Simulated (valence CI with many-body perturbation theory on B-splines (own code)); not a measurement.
## E1 line list for As²⁶⁺

Level of theory: configuration interaction combined with many-body perturbation theory (CI+MBPT): five valence electrons over a frozen Dirac-Fock core [He], a basis of 11 s, 11 p, 10 d, 8 f, 5 g, 2 h functions for each j, with the one-electron correlation potential Σ1 (screened to all orders), the two-electron term Σ2, the three-electron term Σ3, Breit, model QED; selected single and double excitations, second order for the rest, scaled by the run's own slope (own B-spline code, finite nucleus).

No measured spectrum was set against this ion. As an estimate, large intervals hold to a few tenths of a per cent, small ones and those within an open d or f shell to about a per cent. Among the levels kept, up to 5300 cm⁻¹ of a level comes from second order outside the variational space, and about a tenth of that is noise between levels of different J, which matters for small intervals.

Lines 51 to 100 of 600 in falling wavelength, among levels below 1880.9 eV, chosen from the strongest by gf and those to the six lowest levels. Wavelengths and rates use the calculated energies. Electric multipoles are in the length gauge with retardation, E1 and E2 with the static RPA response of the core. Weak lines are less certain than strong ones. Lines between different terms over intervals too small for the method are left out, as are lines whose strength nearly cancels. Where a level lies close to another of its J and parity, the split of strength between their lines is uncertain. The highest levels of a list are the least certain.

Levels are named by their leading jj configuration (3d3/2^4 stands for four electrons in 3d with j = 3/2), which in mixed levels can hold well under half, so a name can repeat and another be missing. Letters in brackets count levels of one name in rising energy.

| λ vac (Å) | Upper | Lower | A (s⁻¹) | log gf | Branch % |
| --- | --- | --- | --- | --- | --- |
| 291.7 | (2s 2p1/2 2p3/2^2 3d5/2) J=7/2 [d] | (2s 2p1/2 2p3/2^2 3p3/2) J=5/2 [d] | 3.53e+09 | -0.44 | 0.0 |
| 290.7 | (2s 2p3/2^3 3d5/2) J=5/2 | (2s 2p3/2^3 3p3/2) J=3/2 [a] | 1.46e+09 | -0.96 | 0.0 |
| 290.6 | (2s 2p1/2 2p3/2^2 3d3/2) J=7/2 [b] | (2s 2p1/2 2p3/2^2 3p3/2) J=7/2 [b] | 8.54e+08 | -1.06 | 0.0 |
| 290.5 | (2s^2 2p3/2^2 3d5/2) J=7/2 | (2s^2 2p3/2^2 3p3/2) J=5/2 | 2.51e+09 | -0.59 | 0.1 |
| 289.0 | (2s 2p1/2 2p3/2^2 3d5/2) J=7/2 [e] | (2s 2p1/2 2p3/2^2 3p3/2) J=5/2 [e] | 4.07e+09 | -0.39 | 0.0 |
| 288.5 | (2s^2 2p1/2 2p3/2 3d5/2) J=7/2 [a] | (2s^2 2p1/2 2p3/2 3p3/2) J=5/2 [a] | 3.06e+09 | -0.52 | 0.2 |
| 287.9 | (2s^2 2p1/2 2p3/2 3d5/2) J=9/2 | (2s^2 2p1/2 2p3/2 3p3/2) J=7/2 | 4.10e+09 | -0.29 | 96.2 |
| 287.3 | (2s 2p1/2 2p3/2^2 3d3/2) J=7/2 [c] | (2s 2p1/2 2p3/2^2 3p3/2) J=7/2 [c] | 1.24e+09 | -0.91 | 0.0 |
| 286.8 | (2s 2p1/2 2p3/2^2 3d5/2) J=7/2 [a] | (2s 2p1/2^2 2p3/2 3p3/2) J=5/2 [b] | 1.34e+09 | -0.88 | 0.0 |
| 285.9 | (2s 2p3/2^3 3d3/2) J=5/2 | (2s 2p3/2^3 3p3/2) J=3/2 [a] | 1.28e+09 | -1.03 | 0.0 |
| 285.5 | (2s 2p1/2 2p3/2^2 3d3/2) J=5/2 [b] | (2s 2p1/2 2p3/2^2 3p1/2) J=5/2 [b] | 2.16e+09 | -0.80 | 0.0 |
| 284.6 | (2s 2p1/2 2p3/2^2 3d5/2) J=5/2 [e] | (2s 2p1/2 2p3/2^2 3p3/2) J=3/2 [d] | 1.75e+09 | -0.89 | 0.0 |
| 284.5 | (2s 2p3/2^3 3p1/2) J=3/2 [a] | (2s 2p3/2^3 3s) J=5/2 | 3.24e+09 | -0.80 | 0.1 |
| 284.3 | (2s^2 2p3/2^2 3d5/2) J=9/2 | (2s^2 2p3/2^2 3p3/2) J=7/2 | 4.26e+09 | -0.29 | 95.1 |
| 282.6 | (2s 2p1/2 2p3/2^2 3d5/2) J=7/2 [b] | (2s 2p1/2 2p3/2^2 3p3/2) J=5/2 [b] | 2.77e+09 | -0.58 | 0.0 |
| 282.2 | (2s^2 2p3/2^2 3p3/2) J=1/2 | (2s^2 2p3/2^2 3s) J=3/2 | 4.27e+09 | -0.99 | 1.3 |
| 282.2 | (2s 2p1/2 2p3/2^2 3p3/2) J=3/2 [d] | (2s 2p1/2 2p3/2^2 3s) J=1/2 [b] | 3.14e+09 | -0.82 | 0.0 |
| 281.0 | (2s 2p3/2^3 3p3/2) J=5/2 [b] | (2s 2p3/2^3 3s) J=3/2 [b] | 3.58e+09 | -0.59 | 0.1 |
| 280.5 | (2s 2p1/2 2p3/2^2 3d3/2) J=9/2 | (2s 2p1/2 2p3/2^2 3p3/2) J=7/2 [b] | 3.32e+09 | -0.41 | 6.2 |
| 280.4 | (2s 2p1/2 2p3/2^2 3p3/2) J=7/2 [c] | (2s 2p1/2 2p3/2^2 3s) J=5/2 [c] | 5.54e+09 | -0.28 | 0.1 |
| 279.9 | (2s^2 2p3/2^2 3d5/2) J=5/2 [b] | (2s^2 2p3/2^2 3p3/2) J=3/2 [b] | 4.13e+09 | -0.54 | 0.0 |
| 279.1 | (2s^2 2p1/2 2p3/2 3d5/2) J=5/2 [a] | (2s^2 2p1/2 2p3/2 3p3/2) J=3/2 [a] | 3.35e+09 | -0.63 | 0.0 |
| 278.3 | (2s^2 2p3/2^2 3p1/2) J=5/2 | (2s^2 2p3/2^2 3s) J=5/2 | 4.67e+09 | -0.49 | 3.4 |
| 277.8 | (2s 2p1/2 2p3/2^2 3d5/2) J=5/2 [b] | (2s 2p1/2 2p3/2^2 3p3/2) J=5/2 [b] | 2.17e+09 | -0.82 | 0.0 |
| 277.6 | (2s 2p1/2 2p3/2^2 3d5/2) J=5/2 [d] | (2s 2p1/2 2p3/2^2 3p3/2) J=3/2 [c] | 2.62e+09 | -0.74 | 0.0 |
| 277.3 | (2s^2 2p1/2^2 3d5/2) J=5/2 | (2s^2 2p1/2^2 3p3/2) J=3/2 | 4.54e+09 | -0.50 | 0.0 |
| 274.3 | (2s 2p1/2 2p3/2^2 3d5/2) J=3/2 [c] | (2s 2p1/2 2p3/2^2 3p3/2) J=1/2 [b] | 2.83e+09 | -0.89 | 0.0 |
| 274.0 | (2s 2p1/2^2 2p3/2 3d5/2) J=5/2 [b] | (2s 2p1/2^2 2p3/2 3p3/2) J=3/2 [b] | 2.33e+09 | -0.80 | 0.0 |
| 273.2 | (2s 2p1/2 2p3/2^2 3d5/2) J=7/2 [c] | (2s 2p1/2 2p3/2^2 3p1/2) J=5/2 [c] | 2.77e+09 | -0.61 | 0.1 |
| 272.8 | (2s 2p3/2^3 3p3/2) J=3/2 [a] | (2s 2p3/2^3 3s) J=3/2 [a] | 3.84e+09 | -0.77 | 0.0 |
| 272.4 | (2s 2p3/2^3 3p3/2) J=7/2 | (2s 2p3/2^3 3s) J=5/2 | 6.21e+09 | -0.26 | 0.3 |
| 272.3 | (2s 2p1/2^2 2p3/2 3d5/2) J=3/2 [b] | (2s 2p1/2^2 2p3/2 3p3/2) J=1/2 [b] | 2.16e+09 | -1.02 | 0.0 |
| 272.3 | (2s 2p1/2 2p3/2^2 3d5/2) J=5/2 [g] | (2s 2p1/2 2p3/2^2 3p3/2) J=3/2 [e] | 3.27e+09 | -0.66 | 0.0 |
| 272.2 | (2s^2 2p1/2 2p3/2 3d5/2) J=7/2 [b] | (2s^2 2p1/2 2p3/2 3p3/2) J=5/2 [b] | 4.27e+09 | -0.42 | 0.0 |
| 272.1 | (2s 2p1/2 2p3/2^2 3d5/2) J=1/2 [b] | (2s 2p1/2 2p3/2^2 3p3/2) J=3/2 [b] | 3.84e+09 | -1.07 | 0.0 |
| 272.1 | (2s^2 2p1/2 2p3/2 3d5/2) J=7/2 [a] | (2s^2 2p1/2 2p3/2 3p1/2) J=5/2 | 1.11e+09 | -1.01 | 0.1 |
| 270.3 | (2s 2p1/2 2p3/2^2 3p3/2) J=7/2 [a] | (2s 2p1/2 2p3/2^2 3s) J=5/2 [a] | 4.88e+09 | -0.37 | 7.4 |
| 269.5 | (2s 2p1/2 2p3/2^2 3p3/2) J=5/2 [e] | (2s 2p1/2 2p3/2^2 3s) J=3/2 [d] | 5.75e+09 | -0.43 | 0.1 |
| 269.3 | (2s 2p1/2^2 2p3/2 3d5/2) J=7/2 | (2s 2p1/2 2p3/2^2 3p1/2) J=5/2 [a] | 3.39e+09 | -0.53 | 0.3 |
| 268.5 | (2s 2p1/2 2p3/2^2 3d3/2) J=3/2 [b] | (2s 2p1/2 2p3/2^2 3p1/2) J=5/2 [b] | 3.46e+09 | -0.83 | 0.0 |
| 267.9 | (2s^2 2p1/2 2p3/2 3p3/2) J=7/2 | (2s^2 2p1/2 2p3/2 3s) J=5/2 | 6.02e+09 | -0.29 | 15.2 |
| 267.2 | (2s 2p1/2^2 2p3/2 3d5/2) J=5/2 [b] | (2s 2p1/2^2 2p3/2 3p3/2) J=5/2 [b] | 1.32e+09 | -1.07 | 0.0 |
| 267.0 | (2s^2 2p3/2^2 3p3/2) J=7/2 | (2s^2 2p3/2^2 3s) J=5/2 | 5.97e+09 | -0.29 | 8.5 |
| 266.7 | (2s 2p1/2 2p3/2^2 3d5/2) J=5/2 [h] | (2s 2p1/2 2p3/2^2 3p3/2) J=3/2 [f] | 4.06e+09 | -0.59 | 0.0 |
| 266.7 | (2s 2p3/2^3 3p3/2) J=3/2 [b] | (2s 2p3/2^3 3s) J=1/2 | 4.08e+09 | -0.76 | 0.1 |
| 266.2 | (2s^2 2p1/2 2p3/2 3p3/2) J=5/2 [a] | (2s^2 2p1/2 2p3/2 3s) J=3/2 [a] | 4.77e+09 | -0.52 | 5.2 |
| 266.1 | (2s 2p1/2 2p3/2^2 3d3/2) J=7/2 [a] | (2s 2p1/2 2p3/2^2 3p3/2) J=5/2 [a] | 3.12e+09 | -0.58 | 0.4 |
| 265.6 | (2s 2p3/2^3 3d3/2) J=7/2 | (2s 2p3/2^3 3p3/2) J=7/2 | 1.16e+09 | -1.01 | 0.0 |
| 265.5 | (2s 2p1/2 2p3/2^2 3p3/2) J=9/2 | (2s 2p1/2 2p3/2^2 3s) J=7/2 | 7.15e+09 | -0.12 | 26.2 |
| 264.8 | (2s 2p1/2 2p3/2^2 3d5/2) J=5/2 [e] | (2s 2p1/2 2p3/2^2 3p1/2) J=3/2 [c] | 1.59e+09 | -1.00 | 0.0 |

**Question.** How does gf follow from A for the line at 286.8 Å?

**Answer.** gf = 1.4992 × (2J+1)_upper × A / σ², with σ = 348663 cm⁻¹ and 2J+1 = 8: gf = 0.133.
